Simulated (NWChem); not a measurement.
# ZrH2I2; SMILES [I][ZrH2][I]

def2 effective core potentials on Zr, I; no spin-orbit coupling.

**Question.** Give the equilibrium geometry at PBE-D3(BJ)/def2-SVP with def2 effective core potentials on Zr, I (NWChem) as an XYZ file, with the point group.

**Answer.** point group C2v; any orientation.
```
5

Zr     0.0000     0.0000    -1.0623
I      2.2809     0.0000     0.3666
I     -2.2809     0.0000     0.3666
H      0.0000     1.5139    -2.1167
H      0.0000    -1.5139    -2.1167
```
